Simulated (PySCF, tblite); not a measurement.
Parent: `[CH2:1]=[CH:2][CH2:3][P:4]([CH3:5])[PH2:6]` with C1–C2–C3–P4 105°, C2–C3–P4–C5 -166°, C3–P4–P6–H 91° and -177°, C4H10P2.

Computed geometry: GFN2-xTB, gas phase. One conformer each, not checked by frequencies here.

```
coordinate of the parent    value
                   C1=C2  1.322 Å
                   C2–C3  1.487 Å
                   C3–P4  1.878 Å
                   P4–C5  1.856 Å
                   P4–P6  2.176 Å
                C1–C2–C3   123.7°
                C2–C3–P4   109.6°
                C3–P4–C5    97.5°
                C3–P4–P6    96.9°
                C5–P4–P6    97.8°
```

How does the shared frame change in `[CH2:1]=[CH:2][CH2:3][P@:4]([CH3:5])([PH2:6])=[CH:7][CH3:8]` with C1–C2–C3–P4 -97°, C2–C3–P4–C5 171°, C3–P4–P6–H -179° and -87°, C6H14P2? Atoms pair as C1 = C1, C2 = C2, C3 = C3, P4 = P4, C5 = C5, P6 = P6 (parent first).

```csv
parent,relative,value in the relative,change
C1=C2,C1=C2,1.322 Å,0.000
C2–C3,C2–C3,1.489 Å,+0.002
C3–P4,C3–P4,1.843 Å,-0.035
P4–C5,P4–C5,1.829 Å,-0.027
P4–P6,P4–P6,2.283 Å,+0.107
C1–C2–C3,C1–C2–C3,123.5°,-0.2
C2–C3–P4,C2–C3–P4,109.4°,-0.2
C3–P4–C5,C3–P4–C5,103.7°,+6.2
C3–P4–P6,C3–P4–P6,99.5°,+2.6
C5–P4–P6,C5–P4–P6,98.5°,+0.7
```

Of the parent's bonds, P4–P6 changes most (+0.107 Å). Bonds of the relative outside the shared frame: P4=C7 1.722, C7–C8 1.510 Å. Point group C1 → C1.

How does the shared frame change in `[CH2:1]=[CH:2][CH2:3][P+:4]([CH3:5])([CH3:6])[PH2:7]` (charge +1) with C1–C2–C3–P4 -110°, C2–C3–P4–C5 73°, C3–P4–P7–H 87° and 180°, [C5H13P2]+? Atoms pair as C1 = C1, C2 = C2, C3 = C3, P4 = P4, C5 = C6, P6 = P7 (parent first).

| parent | relative | value in the relative | change |
| --- | --- | --- | --- |
| C1=C2 | C1=C2 | 1.320 Å | -0.002 |
| C2–C3 | C2–C3 | 1.501 Å | +0.014 |
| C3–P4 | C3–P4 | 1.830 Å | -0.048 |
| P4–C5 | P4–C6 | 1.816 Å | -0.040 |
| P4–P6 | P4–P7 | 2.172 Å | -0.004 |
| C1–C2–C3 | C1–C2–C3 | 124.0° | +0.3 |
| C2–C3–P4 | C2–C3–P4 | 109.2° | -0.4 |
| C3–P4–C5 | C3–P4–C6 | 108.1° | +10.6 |
| C3–P4–P6 | C3–P4–P7 | 107.8° | +10.9 |
| C5–P4–P6 | C6–P4–P7 | 109.7° | +11.9 |

Of the parent's bonds, C3–P4 changes most (-0.048 Å). Bonds of the relative outside the shared frame: P4–C5 1.822 Å. Point group C1 → C1.

How does the shared frame change in `[CH2:1]=[CH:2][CH2:3][P@:4]([CH3:5])(=[O:6])[PH2:7]` with C1–C2–C3–P4 95°, C2–C3–P4–C5 -173°, C3–P4–P7–H -176° and 91°, C4H10OP2? Atoms pair as C1 = C1, C2 = C2, C3 = C3, P4 = P4, C5 = C5, P6 = P7 (parent first).

| parent | relative | value in the relative | change |
| --- | --- | --- | --- |
| C1=C2 | C1=C2 | 1.322 Å | 0.000 |
| C2–C3 | C2–C3 | 1.487 Å | 0.000 |
| C3–P4 | C3–P4 | 1.853 Å | -0.025 |
| P4–C5 | P4–C5 | 1.839 Å | -0.017 |
| P4–P6 | P4–P7 | 2.195 Å | +0.019 |
| C1–C2–C3 | C1–C2–C3 | 123.3° | -0.4 |
| C2–C3–P4 | C2–C3–P4 | 105.6° | -4.0 |
| C3–P4–C5 | C3–P4–C5 | 104.7° | +7.2 |
| C3–P4–P6 | C3–P4–P7 | 104.1° | +7.2 |
| C5–P4–P6 | C5–P4–P7 | 105.9° | +8.1 |

Of the parent's bonds, C3–P4 changes most (-0.025 Å). Bonds of the relative outside the shared frame: P4=O6 1.472 Å. Point group C1 → C1.

How does the shared frame change in `[CH2:1]=[CH:2][CH2:3][P@@:4]([CH3:5])(=[NH:6])[PH2:7]` with C1–C2–C3–P4 -106°, C2–C3–P4–C5 65°, C3–P4–P7–H 180° and 87°, C4H11NP2? Atoms pair as C1 = C1, C2 = C2, C3 = C3, P4 = P4, C5 = C5, P6 = P7 (parent first).

```
  parent  relative  value in the relative  change
   C1=C2     C1=C2                1.322 Å   0.000
   C2–C3     C2–C3                1.483 Å  -0.004
   C3–P4     C3–P4                1.874 Å  -0.004
   P4–C5     P4–C5                1.824 Å  -0.032
   P4–P6     P4–P7                2.219 Å  +0.043
C1–C2–C3  C1–C2–C3                 124.6°    +0.9
C2–C3–P4  C2–C3–P4                 112.1°    +2.5
C3–P4–C5  C3–P4–C5                 103.5°    +6.0
C3–P4–P6  C3–P4–P7                 101.2°    +4.3
C5–P4–P6  C5–P4–P7                 108.3°   +10.5
```

Of the parent's bonds, P4–P6 changes most (+0.043 Å). Bonds of the relative outside the shared frame: P4=N6 1.560 Å. Point group C1 → C1.
